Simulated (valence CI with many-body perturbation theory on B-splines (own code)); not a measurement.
# Pd14+: electric-dipole lines

Computed by relativistic CI+MBPT: four valence electrons over a frozen Dirac-Fock core [Ar] 3d10, radial functions for each j: 11 s, 11 p, 9 d, 7 f, 5 g, 2 h, 1 i, with the one-electron correlation potential Σ1 (screened to all orders), the two-electron term Σ2, the three-electron term Σ3, Breit, model QED; selected single and double excitations, second order for the rest (own B-spline code, finite nucleus).

No measured spectrum was set against this ion. As an estimate, levels hold to about 250 cm⁻¹ or 0.2 % of their energy and the worst to 1 %, as in measured heavy ions of charge 2 to 7; those with d or f electrons hold less well.

Lines 1 to 50 of 229 in falling wavelength, among levels below 116.97 eV, chosen from the strongest by gf and those to the six lowest levels. Wavelengths and rates use the calculated energies, so an error of 900 cm⁻¹ moves a line at 53.18 nm by 0.48 % and its rate by three times that or more. Electric multipoles are in the length gauge, E1 and E2 with the static RPA response of the core. Weak lines are less certain than strong ones. Lines between different terms over intervals too small for the method are left out, as are lines whose strength nearly cancels. The highest levels of a list are the least certain.

Names give the largest LS component (configuration and term), which can be under half, so a name can repeat, a term be missing and a line seem to break the LS rules; names also repeat where a configuration has a term twice. Letters in brackets count levels of one name in rising energy.

```
λ vac (nm)             Upper          Lower   A (s⁻¹)  S (a.u.)
     53.18       4s4p³ ⁵S°_2    4s²4p² ¹D_2  1.49e+07  5.55e-03
     47.69       4s4p³ ³D°_1    4s²4p² ¹S_0  2.82e+07  4.52e-03
     42.41          4p⁴ ¹D_2    4s4p³ ¹P°_1  1.67e+09  3.14e-01
     42.31       4s4p³ ⁵S°_2    4s²4p² ³P_2  1.93e+08  3.61e-02
     41.94          4p⁴ ³P_2    4s4p³ ³S°_1  1.74e+09  3.16e-01
     41.22      4s4p²4d ⁵F_5  4s²4p4d ³F°_4  3.28e+08  1.25e-01
     40.67       4s4p³ ³D°_1    4s²4p² ¹D_2  2.27e+08  2.26e-02
     40.67  4s4p²4d ³F_4 [a]  4s²4p4d ³D°_3  4.28e+08  1.28e-01
     40.46      4s4p²4d ¹G_4  4s²4p4d ¹F°_3  1.13e+09  3.34e-01
     40.08       4s4p³ ⁵S°_2    4s²4p² ³P_1  2.63e+08  4.18e-02
     39.84       4s4p³ ³D°_2    4s²4p² ¹D_2  6.10e+07  9.52e-03
     37.65       4s4p³ ³D°_3    4s²4p² ¹D_2  1.26e+09  2.32e-01
     37.60       4s4p³ ³P°_1    4s²4p² ¹S_0  2.85e+08  2.24e-02
     37.06          4p⁴ ³P_0    4s4p³ ³S°_1  6.79e+09  1.71e-01
     35.44          4p⁴ ³P_1    4s4p³ ³S°_1  3.72e+09  2.45e-01
     35.20          4p⁴ ³P_2    4s4p³ ³P°_2  2.19e+09  2.36e-01
     34.05          4p⁴ ¹D_2    4s4p³ ¹D°_2  8.46e+09  8.24e-01
     34.01  4s4p²4d ³D_2 [a]  4s²4p4d ³D°_2  1.30e+09  1.26e-01
     34.00       4s4p³ ³D°_1    4s²4p² ³P_2  4.98e+08  2.90e-02
     33.82  4s4p²4d ³F_3 [a]  4s²4p4d ³F°_3  8.66e+08  1.16e-01
     33.41       4s4p³ ³D°_2    4s²4p² ³P_2  8.54e+07  7.86e-03
     33.10       4s4p³ ³P°_1    4s²4p² ¹D_2  9.46e+06  5.08e-04
     32.54  4s4p²4d ³F_3 [b]  4s²4p4d ³D°_3  1.32e+09  1.57e-01
     32.54       4s4p³ ³D°_1    4s²4p² ³P_1  3.86e+07  1.97e-03
     32.52       4s4p³ ³P°_2    4s²4p² ¹D_2  2.08e+08  1.77e-02
     32.25          4p⁴ ¹S_0    4s4p³ ¹P°_1  1.79e+10  2.97e-01
     32.19  4s4p²4d ³D_2 [b]  4s²4p4d ³P°_1  1.48e+09  1.22e-01
     32.00       4s4p³ ³D°_2    4s²4p² ³P_1  4.59e+09  3.71e-01
     31.86       4s4p³ ³D°_3    4s²4p² ³P_2  2.56e+09  2.86e-01
     31.83  4s4p²4d ³F_3 [c]  4s²4p4d ³D°_2  1.27e+09  1.42e-01
     31.55       4s4p³ ³S°_1    4s²4p² ¹S_0  1.25e+09  5.80e-02
     31.41  4s4p²4d ³F_2 [c]  4s²4p4d ³P°_1  1.46e+09  1.11e-01
     31.16          4p⁴ ³P_0    4s4p³ ³P°_1  8.35e+09  1.25e-01
     31.11      4s4p²4d ³G_5  4s²4p4d ³F°_4  5.99e+09  9.79e-01
     30.68          4p⁴ ³P_2    4s4p³ ³D°_3  1.06e+10  7.57e-01
     30.50          4p⁴ ³P_1    4s4p³ ³P°_2  6.03e+09  2.53e-01
     30.30      4s4p²4d ¹G_4  4s²4p4d ³F°_4  2.56e+09  3.16e-01
     30.28  4s4p²4d ³D_3 [c]  4s²4p4d ³D°_2  3.06e+09  2.94e-01
     30.21  4s4p²4d ³P_1 [c]  4s²4p4d ³P°_1  2.36e+09  9.65e-02
     30.15  4s4p²4d ³F_4 [b]  4s²4p4d ³D°_3  2.34e+09  2.85e-01
     30.15  4s4p²4d ³D_3 [a]  4s²4p4d ³P°_2  4.16e+09  3.94e-01
     30.04  4s4p²4d ³F_3 [c]  4s²4p4d ¹D°_2  3.47e+09  3.25e-01
     29.73          4p⁴ ¹D_2    4s4p³ ³P°_2  2.73e+09  1.77e-01
     29.41  4s4p²4d ³D_3 [b]  4s²4p4d ³P°_2  4.58e+09  4.02e-01
     29.37          4p⁴ ³P_2    4s4p³ ³D°_2  5.18e+09  3.24e-01
     29.29      4s4p²4d ³G_4  4s²4p4d ³F°_3  7.71e+09  8.61e-01
     29.05       4s4p³ ³D°_1    4s²4p² ³P_0  7.56e+09  2.75e-01
     28.93          4p⁴ ³P_2    4s4p³ ³D°_1  1.51e+09  9.05e-02
     28.74  4s4p²4d ³F_3 [b]  4s²4p4d ³F°_4  1.12e+09  9.20e-02
     28.65  4s4p²4d ³D_3 [c]  4s²4p4d ¹D°_2  2.33e+09  1.90e-01
```
